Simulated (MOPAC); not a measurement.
MOPAC input (PM6):

```
PM6 1SCF CHARGE=-1 GEO-OK AUX(PRECISION=9) THREADS=1
H5ClN3Si

N     0.53327400 1    1.53199500 1   -1.18050400 1
Si    0.09941500 1    0.13073900 1   -0.47653400 1
N     1.45401600 1   -0.99162700 1   -0.54197700 1
N    -1.39254100 1   -0.67725300 1   -0.94599700 1
Cl   -0.36231000 1    0.08124200 1    1.72455300 1
H    -0.20489400 1    2.21120600 1   -1.32460800 1
H     1.56848900 1   -1.55183500 1    0.29232900 1
H     2.31131000 1   -0.47649600 1   -0.70288100 1
H    -1.69755200 1   -1.42057800 1   -0.33142400 1
H    -1.37313800 1   -1.01554700 1   -1.89999200 1
```

From the output:

```
                                                       MOPAC v23.2.5 Linux

          FINAL HEAT OF FORMATION =        -91.85800 KCAL/MOL =    -384.33387 KJ/MOL

          COSMO AREA              =        128.64 SQUARE ANGSTROMS
          COSMO VOLUME            =        119.25 CUBIC ANGSTROMS

          IONIZATION POTENTIAL    =          4.451296 EV
          HOMO LUMO ENERGIES (EV) =         -4.451  5.087
          NO. OF FILLED LEVELS    =         16
          MOLECULAR WEIGHT        =        110.5981         POINT GROUP:  C1

          MOLECULAR DIMENSIONS (Angstroms)

            Atom       Atom       Distance
            H     7    H     6     4.46317
            H     9    H     8     4.08186
           Cl     5    H    10     3.75717

          SCF CALCULATIONS        =          1

   ATOM   CHEMICAL          X               Y               Z
  NUMBER   SYMBOL      (ANGSTROMS)     (ANGSTROMS)     (ANGSTROMS)

     1       N          0.53327400  *   1.53199500  *  -1.18050400  *
     2      Si          0.09941500  *   0.13073900  *  -0.47653400  *
     3       N          1.45401600  *  -0.99162700  *  -0.54197700  *
     4       N         -1.39254100  *  -0.67725300  *  -0.94599700  *
     5      Cl         -0.36231000  *   0.08124200  *   1.72455300  *
     6       H         -0.20489400  *   2.21120600  *  -1.32460800  *
     7       H          1.56848900  *  -1.55183500  *   0.29232900  *
     8       H          2.31131000  *  -0.47649600  *  -0.70288100  *
     9       H         -1.69755200  *  -1.42057800  *  -0.33142400  *
    10       H         -1.37313800  *  -1.01554700  *  -1.89999200  *

                             CARTESIAN COORDINATES

   1    N        0.533274000     1.531995000    -1.180504000
   2   Si        0.099415000     0.130739000    -0.476534000
   3    N        1.454016000    -0.991627000    -0.541977000
   4    N       -1.392541000    -0.677253000    -0.945997000
   5   Cl       -0.362310000     0.081242000     1.724553000
   6    H       -0.204894000     2.211206000    -1.324608000
   7    H        1.568489000    -1.551835000     0.292329000
   8    H        2.311310000    -0.476496000    -0.702881000
   9    H       -1.697552000    -1.420578000    -0.331424000
  10    H       -1.373138000    -1.015547000    -1.899992000

           Empirical Formula: H5 N3 Si Cl  =    10 atoms

      MOLECULAR POINT GROUP   :   C1

                  EIGENVALUES
 -25.97627 -25.53495 -22.44540 -21.43386 -12.43590 -12.13356 -11.75501  -9.22087
  -8.79434  -7.88731  -6.51160  -6.43704  -5.75120  -5.29840  -4.80779  -4.45130
   5.08747   5.82699   6.07998   6.42822   6.65615   7.36995   7.81974   8.43500
   9.75436  10.33719  10.50061  11.35988  11.38131  12.18693  98.46608  98.51150
  98.51941  98.64486  98.64714

              NET ATOMIC CHARGES AND DIPOLE CONTRIBUTIONS

  ATOM NO.   TYPE          CHARGE      No. of ELECS.   s-Pop       p-Pop       d-Pop
    1          N          -0.587386        5.5874     1.65215     3.93523
    2         Si           0.065275        3.9347     0.98898     1.46095     1.48480
    3          N          -0.557672        5.5577     1.54996     4.00771
    4          N          -0.552890        5.5529     1.53545     4.01743
    5         Cl          -0.465794        7.4658     1.99410     5.46960     0.00209
    6          H           0.229107        0.7709     0.77089
    7          H           0.214957        0.7850     0.78504
    8          H           0.223565        0.7764     0.77644
    9          H           0.217786        0.7822     0.78221
   10          H           0.213051        0.7869     0.78695
 DIPOLE           X         Y         Z       TOTAL
 POINT-CHG.    -0.213    -2.112    -0.638     2.216
 HYBRID        -0.334    -1.147     1.351     1.804
 SUM           -0.547    -3.259     0.713     3.380

          ATOMIC ORBITAL ELECTRON POPULATIONS

     Atom    s        px        py        pz      x^2-y^2     xz        z^2       yz        xy
    1  N   1.65215   1.30447   1.21060   1.42017
    2 Si   0.98898   0.46706   0.49473   0.49916   0.33017   0.16087   0.33180   0.27493   0.38702
    3  N   1.54996   1.24016   1.37148   1.39607
    4  N   1.53545   1.51140   1.36188   1.14416
    5 Cl   1.99410   1.93585   1.95069   1.58306   0.00006   0.00059   0.00088   0.00042   0.00014
    6  H   0.77089
    7  H   0.78504
    8  H   0.77644
    9  H   0.78221
   10  H   0.78695

 **********************
 *                    *
 * JOB ENDED NORMALLY *
 *                    *
 **********************

 == MOPAC DONE ==
```

The dipole moment of an ion depends on the origin.

The geometry given is a B3LYP-D3(BJ)/def2-TZVP minimum.
